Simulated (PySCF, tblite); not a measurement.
Species: C₇H₁₅PS.
Geometry (GFN2-xTB, Å), atoms numbered from 1 in this order:
```xyz
24
C7H15PS angstrom
C      3.0491   -0.8264   -0.6734
C      1.7017   -1.0949   -0.0198
P      0.9258    0.5117    0.4637
S      2.0095    1.6585    1.5856
C      0.0707    1.1558   -1.0581
C     -1.2292    0.4255   -0.6598
C     -2.5001    1.2224   -0.8953
C     -0.8825    0.1745    0.8265
C     -1.3227   -1.1365    1.4455
H      2.9229   -0.2531   -1.5909
H      3.5562   -1.7591   -0.9117
H      3.6788   -0.2490    0.0016
H      1.0311   -1.6321   -0.6929
H      1.8277   -1.6756    0.8986
H     -0.0335    2.2399   -0.9864
H      0.4882    0.9030   -2.0312
H     -1.2992   -0.5306   -1.1859
H     -2.4485    2.1813   -0.3835
H     -2.6407    1.4061   -1.9586
H     -3.3648    0.6776   -0.5223
H     -1.2382    1.0117    1.4389
H     -2.4089   -1.1684    1.5172
H     -0.9940   -1.9852    0.8490
H     -0.9111   -1.2375    2.4481
```

Theory: PBE0/pcSseg-1 in PySCF (dipole) on a GFN2-xTB geometry, gas phase.

Masses are those of the commonest isotopes; rigid-rotor values at the optimised geometry. The values belong to one conformer with, in the numbering `[CH3:1][CH2:2][P@@:3]1(=[S:4])[CH2:5][C@H:6]([CH3:7])[C@H:8]1[CH3:9]`, C1–C2–P3–S4 -55°, C2–P3–C5–C6 90°, P3–C5–C6–C7 139°, C5–C6–C8–C9 -143°, C2–P3–C8–C6 -89°.

Question: What are A, B and C (MHz)?

Answer: Ia = 326.66, Ib = 617.55, Ic = 661.62 u·Å²; 505379 MHz·u·Å²/I gives A = 1547, B = 818.4, C = 763.8 MHz.

Question: Classify the top.

Answer: An asymmetric top: κ = (2 × 818.4 − 1547 − 763.8)/(1547 − 763.8) = -0.86.

Question: What does the inertial defect say?

Answer: Not planar: Δ = Ic − Ia − Ib = -282.59 u·Å². For a rigid frame Δ = −2 Σ m c², so Σ m c² = 141.30 u·Å² lies off the ab plane: 37.12 from hydrogen and 104.18 from heavier atoms. The atom farthest from that plane is 2.89 Å away.

Question: Give the other two planar moments, Paa and Pbb, and the rms extents of the mass along the axes.

Answer: Paa = Σ m a² = (Ib + Ic − Ia)/2 = 476.26 and Pbb = Σ m b² = (Ia + Ic − Ib)/2 = 185.37 u·Å². With the mass M = 162.06 u, the rms extents √(P/M) along a, b and c are 1.71, 1.07, 0.93 Å.

Question: Which types of transition are allowed, and where do some lines up to J = 4 fall?

Answer: The dipole components are |μa| = 3.23 D, |μb| = 3.57 D, |μc| = 0.30 D. Intensities carry the squares of the components, which stand as 0.82 : 1.00 : 0.01 (a : b : c). Some lines, for components of 0.1 D or more:

```
type  branch         J(Ka,Kc)    MHz  lower level (cm⁻¹)
   b       Q  4(2,2) ← 4(1,3)   2045               0.562
   b       Q  2(2,0) ← 2(1,1)   2189               0.186
   b       R  3(1,2) ← 2(2,1)   2640               0.259
   c       Q  3(3,1) ← 3(2,1)   3767               0.418
   b       R  2(1,2) ← 1(0,1)   3839               0.053
   b       R  4(1,3) ← 3(2,2)   4325               0.418
   a       R  3(1,3) ← 2(1,2)   4663               0.181
   b       Q  4(4,1) ← 4(3,2)   5287               0.755
   a       R  4(1,3) ← 3(1,2)   6432               0.347
   c       R  3(2,1) ← 2(1,1)   6948               0.186
   c       R  3(2,2) ← 2(1,2)   7096               0.181
   b       R  3(3,1) ← 2(2,0)   8525               0.259
   b       R  3(3,0) ← 2(2,1)   8529               0.259
   c       R  4(2,3) ← 3(1,3)   8760               0.336
   b       R  4(2,2) ← 3(1,3)   8803               0.336
   c       R  4(4,1) ← 3(3,1)  11621               0.544
```

Its GFN2-xTB frequencies are all real (lowest 56 cm⁻¹). No vibrational averaging or centrifugal distortion is included, and the geometry carries the error of its method. A rigid rotor knows nothing of internal rotation, which can split or shift real lines.

The run took 1.9 min (with the writing of density and orbital grids) on one thread, Arm Neoverse N1 (aarch64), shared host, and the process peaked at 1.1 GiB of memory. This is the PBE0/pcSseg-1 job that gave the dipole, with the shieldings it also computed.
